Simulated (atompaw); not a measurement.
## What one change does to a pseudopotential (Zn, PAW (atompaw))

* Element: zinc (Zn)
* Generator: atompaw 4.2.0.5
* Type: PAW
* Functional: PBE
* Relativity: scalar-relativistic
* Frozen core: [Ar]
* Valence charge: 12
* Reference configuration: 3d10 4s1.75 4p0.25
* Partial waves: 4s (bound): rc 1.65 bohr; 4s channel at 0.6 Ry: rc 1.65 bohr; 4p (bound): rc 2.60 bohr; 4p channel at 0.65 Ry: rc 2.60 bohr; 3d (bound): rc 1.15 bohr; 3d channel at 0.15 Ry: rc 1.15 bohr
* Local potential: troulliermartins scheme with l = 3 at 0.5 Ry, radius 2.40 bohr
* Core correction: smooth core density matched at 1.95 bohr
* Augmentation charge: sinc compensation charge, radius 2.00 bohr; PAW radius 2.60 bohr; waves and projectors: custom rrkj vanderbiltortho

Change: all radii scaled by about 1.26 (s 2.08, p 3.28, d 1.46 bohr); local potential troulliermartins scheme with l = 3 at 0.5 Ry, radius 3.04 bohr; augmentation sinc compensation charge, radius 2.52 bohr; PAW radius 3.28 bohr; waves and projectors: custom rrkj vanderbiltortho; core correction smooth core density matched at 2.46 bohr.

Cutoffs: the cutoffs (Ry, on a coarse ladder) from which the occupation-weighted sum of valence levels, in a spherical-Bessel basis at the reference potential, stays within 10 and 1 mRy of its value at 400 Ry; they do not see the model core or the augmentation charge, which bear on the density cutoff.

**Question.** What does the change do?

**Answer.** The potential gets softer (110 Ry and 180 Ry → 50 Ry and 90 Ry); the bound ghost in s disappears. A larger radius leaves more room for a smooth pseudo-wave, so fewer plane waves are needed.

```tsv
quantity	base	changed
cutoff, loose	110 Ry	50 Ry
cutoff, tight	180 Ry	90 Ry
loose cutoff by channel (10 mRy a level)	s 6 Ry, p 6 Ry, d 70 Ry	s 6 Ry, p 6 Ry, d 40 Ry
bound ghosts	s	none
lowest overlap eigenvalue by channel	s 0.55, p 0.69, d 0.96	s 0.41, p 0.79, d 1.00
```

 A true bound ghost makes a file unfit for plane-wave use even where its test errors are small: the radial tests pick states by their node count and pass the ghost by. The cutoffs see the waves, projectors and local potential, not the compensation charge or the core.
